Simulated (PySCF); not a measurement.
C2H4N2OSi.

```xyz
10

O     -1.7233     0.0481     1.3293
Si    -0.6464     0.5342     0.1702
C      1.2284     0.4896     0.5807
N      1.8259    -0.2678    -0.2733
C      0.8519    -0.8491    -1.2013
N     -0.4006    -0.6163    -1.1570
H     -1.6638    -0.8636     1.6392
H     -1.1161     1.8579    -0.3034
H      1.8457     1.0038     1.3328
H      1.3112    -1.5150    -1.9505
```

Coordinates come from a r2SCAN-D4/def2-SVP optimisation. The structure was generated by enumeration; whether it is a known compound was not checked. Other conformers were not sampled.

Level of theory: HF/pcSseg-1 (PySCF). Non-relativistic, no solvent.

Give the absolute GIAO shielding of each atom: isotropic value and principal components (ppm). (The exact figures need the calculation; the answer reports its results.)


```tsv
atom	σ(iso)	σ11	σ22	σ33	span
O1	318.4	284.8	313.3	357.1	72.3
Si2	408.0	351.4	409.4	463.4	112.0
C3	-17.7	-185.7	-23.8	156.5	342.2
N4	-197.3	-649.4	-170.6	228.1	877.5
C5	10.4	-117.0	51.1	97.2	214.2
N6	-30.0	-254.4	-124.8	289.3	543.7
H7	29.7	21.2	24.1	43.9	22.6
H8	27.2	24.2	24.9	32.6	8.4
H9	22.1	16.7	23.7	25.9	9.2
H10	22.9	20.5	21.0	27.2	6.7
```
